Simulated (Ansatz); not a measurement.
`C[CH2][Sn][Br]` + HBr → `[Br][Sn][Br]` + `CC` at 600 K and 1 bar (ligand exchange at the Sn–C bond).

Calculated with Ansatz (gas phase, PBE0-D4/def2-TZVP geometries, no zero-point term in ΔE). CBS: MP2 limit from def2 TZ/QZ plus the TZ coupled-cluster correction, frozen cores. This one scheme is used for every species. Elements past krypton have def2 core potentials. For Br, Sn outer-core shells are correlated without core-valence functions, which leaves a few kJ/mol of doubt a bond. Scalar relativity is left out up to krypton. Each species was taken in one conformer, which may not be the lowest.

| species | CCSD(T)/CBS energy (Eh) | H − E (kJ/mol) | S (J/(mol·K)) |
| --- | --- | --- | --- |
| `C[CH2][Sn][Br]` | -2866.51200 | 223.1 | 442.9 |
| HBr | -2573.91920 | 33.5 | 219.1 |
| `[Br][Sn][Br]` | -5360.78051 | 35.2 | 368.9 |
| `CC` | -79.71954 | 228.8 | 274.9 |

H − E and S are ideal-gas, rigid-rotor, harmonic terms from PBE0-D4/def2-TZVP, for one conformer and one mirror image of each species. 1 Eh = 2625.50 kJ/mol, R = 8.31446 J/(mol·K).

Task: By hand: ΔE, ΔH, ΔS and ΔG.

Result: ΔE = (-5360.78051) + (-79.71954) − (-2866.51200) − (-2573.91920) = -0.06885 Eh = -180.8 kJ/mol. Δ(H − E) = 35.2 + 228.8 − 223.1 − 33.5 = 7.4, so ΔH = -173.4 kJ/mol. ΔS = 368.9 + 274.9 − 442.9 − 219.1 = -18.2 J/(mol·K). ΔG = -173.4 − 600 × (-18.2)/1000 = -162.5 kJ/mol.

Task: By hand: the equilibrium constant, and the temperature at which ΔG would vanish if ΔH and ΔS stayed fixed.

Result: log₁₀ K = −ΔG/(RT ln 10) = 14.1. ΔG = 0 at ΔH/ΔS = 9527 K, far beyond where these terms or the molecules hold.

ΔH outweighs TΔS. A doubt of 5 kJ/mol in ΔE shifts log₁₀ K by 0.4 here. Other conformers and mirror images would add mixing entropy, several J/(mol·K) or more a flexible species. Modes under 60 cm⁻¹, often nearly free rotors, make the harmonic entropy too high. These are equilibria of isolated gas molecules and say nothing of rates. Largest T1 diagnostic: 0.012 (customary marks: 0.02 for closed shells, 0.045 for open ones).
